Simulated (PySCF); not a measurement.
Job file and geometry (Å, from GFN2-xTB) of an NMR shielding run on SMILES C[Si@@H](C#CCCl)[SiH2][SiH3], C4H11ClSi3, GIAO PBE0/pcSseg-1 NMR shielding, non-relativistic, gas phase (PySCF 2.14.0, density-fitted response routines); density fitting, a coarse starting grid and PySCF grid level 2 are the driver's defaults:

```
$ OMP_NUM_THREADS=1 python probes_run.py task.json out

{"job": {"kind": "nmr", "xc": "PBE0", "basis": "pcSseg-1"}, "charge": 0, "multiplicity": 1}
C      0.159068    -2.267933    -1.977309
Si    -0.314857    -1.473048    -0.311958
C      1.143656    -0.446377     0.202107
C      2.067465     0.262037     0.516062
C      3.138759     1.140727     0.905837
Cl     2.470326     2.712373     1.502091
Si    -2.168602    -0.070248    -0.450555
Si    -2.165723     1.787078     0.926253
H     -0.627614    -2.930912    -2.326546
H      0.312135    -1.509988    -2.740630
H      1.074173    -2.848838    -1.902844
H     -0.396741    -2.548069     0.694831
H      3.721871     0.716585     1.724515
H      3.784579     1.377202     0.058977
H     -2.338655     0.332586    -1.859408
H     -3.371497    -0.886997    -0.201083
H     -0.827695     2.362243     1.051050
H     -3.049807     2.858500     0.458181
H     -2.620645     1.442332     2.276041
```

Problem. Write the output of this run.

Solution. 
```
coarse grid: 17664 points
cycle   1  E = -1486.7771032115  dE =  4.505e-01  |g| = 4.855e-01  |ddm| = 4.098e+00
cycle   2  E = -1486.7410052714  dE =  3.610e-02  |g| = 6.116e-01  |ddm| = 1.226e+00
cycle   3  E = -1486.8300858830  dE = -8.908e-02  |g| = 1.841e-01  |ddm| = 6.595e-01
cycle   4  E = -1486.8382125365  dE = -8.127e-03  |g| = 4.943e-02  |ddm| = 1.745e-01
cycle   5  E = -1486.8388065642  dE = -5.940e-04  |g| = 1.013e-02  |ddm| = 4.622e-02
cycle   6  E = -1486.8388310191  dE = -2.445e-05  |g| = 2.210e-03  |ddm| = 1.285e-02
cycle   7  E = -1486.8388322094  dE = -1.190e-06  |g| = 8.154e-04  |ddm| = 4.857e-03
final grid: 151448 points
cycle   8  E = -1486.8841101061  dE = -2.916e-05  |g| = 6.622e-03  |ddm| = 3.763e-02
cycle   9  E = -1486.8841067456  dE =  3.360e-06  |g| = 7.241e-03  |ddm| = 1.501e-02
cycle  10  E = -1486.8841203779  dE = -1.363e-05  |g| = 1.045e-03  |ddm| = 8.235e-03
cycle  11  E = -1486.8841205386  dE = -1.608e-07  |g| = 5.754e-04  |ddm| = 1.352e-03
cycle  12  E = -1486.8841206205  dE = -8.187e-08  |g| = 9.494e-05  |ddm| = 4.766e-04
cycle  13  E = -1486.8841206227  dE = -2.204e-09  |g| = 2.085e-05  |ddm| = 1.390e-04
cycle  14  E = -1486.8841206228  dE = -1.105e-10  |g| = 5.175e-06  |ddm| = 3.311e-05
converged SCF energy = -1486.8841206228

GIAO shielding tensors (ppm)
atom      isotropic    diamagn.    paramagn.     s11        s22        s33       span
  0 C      188.077     252.434     -64.357    183.302    188.547    192.383      9.082
  1 Si     414.438     882.941    -468.502    388.392    410.810    444.113     55.720
  2 C       89.350     261.355    -172.006      7.452     16.937    243.660    236.208
  3 C       73.880     273.294    -199.414    -27.414    -14.811    263.865    291.279
  4 C      148.208     250.001    -101.793    126.540    143.567    174.516     47.975
  5 Cl     786.259    1147.228    -360.969    527.066    739.822   1091.888    564.822
  6 Si     477.156     881.987    -404.831    459.896    475.576    495.998     36.102
  7 Si     467.150     880.588    -413.438    455.828    466.408    479.213     23.385
  8 H       31.535      28.596       2.938     26.727     28.689     39.188     12.460
  9 H       31.317      31.580      -0.263     27.160     29.467     37.324     10.164
 10 H       31.037      29.276       1.761     26.113     28.470     38.527     12.415
 11 H       27.037      29.912      -2.875     23.992     24.940     32.180      8.188
 12 H       27.390      27.750      -0.360     21.118     27.022     34.030     12.912
 13 H       27.381      28.467      -1.087     21.185     27.108     33.849     12.664
 14 H       28.425      30.554      -2.129     24.574     26.739     33.962      9.388
 15 H       28.372      29.594      -1.223     24.491     26.051     34.573     10.082
 16 H       27.796      30.027      -2.232     22.659     26.325     34.403     11.744
 17 H       28.158      28.891      -0.734     24.579     25.473     34.421      9.841
 18 H       28.226      29.369      -1.143     25.228     25.511     33.938      8.709
```

Problem. Turn these shieldings into chemical shifts. References, each an isolated molecule treated in the same way: 13C (σ = 186.93 ppm), 29Si (σ = 349.16 ppm), 1H (σ = 31.72 ppm) vs TMS; 35Cl (σ = 949.78 ppm) against HCl.

Solution. Averaging equivalent atoms: C 3: 113.0; C 2: 97.6; C 4: 38.7; C 0: -1.2; Si 1: -65.3; Si 7: -118.0; Si 6: -128.0; Cl 5: 164; H 11: 4.68; H 13: 4.34; H 12: 4.33; H 16/17/18: 3.66; H 15: 3.35; H 14: 3.29; H 8/9/10: 0.42 ppm. 

Size and cost of the density-fitted run: 219 basis functions, 99 s wall time on 1 thread of an Intel Xeon, shared host; peak memory 0.92 GiB.
